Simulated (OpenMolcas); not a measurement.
**An input for triplet InCNClF**

The species is InCNClF (5 atoms), meant as a triplet with charge 0. SMILES of the parent species: `N#[C][In]([F])[Cl]`. Geometry: relaxed at PBE0-D4/def2-TZVP. That shape belongs to the parent species and isn't relaxed for this state.

```xyz
5

N    -1.3926    1.4514    1.6488
C    -0.7819    0.7844    0.9349
In    0.3304   -0.3896   -0.3764
F     0.4344   -2.2809   -0.0397
Cl    1.4597    0.3610   -2.2091
```

Settings wanted:

| Setting | Value |
| --- | --- |
| method | DFT |
| reference | UKS |
| basis set | def2-SVP |
| task | energy |
| functional | SVWN5 |
| dispersion | none |
| nucleus | point |
| integration grid | UltraFine |
| SCF convergence threshold | 1e-10 |

Problem. Give an OpenMolcas 26.06 job that does this.

Solution. One that was run (others would do as well):

input.xyz:
```
5

N     -1.392600     1.451400     1.648800
C     -0.781900     0.784400     0.934900
In     0.330400    -0.389600    -0.376400
F      0.434400    -2.280900    -0.039700
Cl     1.459700     0.361000    -2.209100
```

job.input:
```
>>> EXPORT MOLCAS_PRINT=2

&gateway
 baslib = $CurrDir
 coord = input.xyz
 basis = def2-SVP
 group = NoSym

&seward
 gridinput
 Grid=UltraFine
 End of Grid

&scf
 uhf
 spin = 3
 ksdft = SVWN5
 thresholds = 1e-10 1e-07 1e-07 1e-05
 prorbitals = 1 2
```

```bash
$ export MOLCAS_MEM=1860
$ pymolcas job.input > job.log
```

(Basis files named in the input come from the Basis Set Exchange and aren't shown.)

Calculated total energy: -839.38904 Eh.
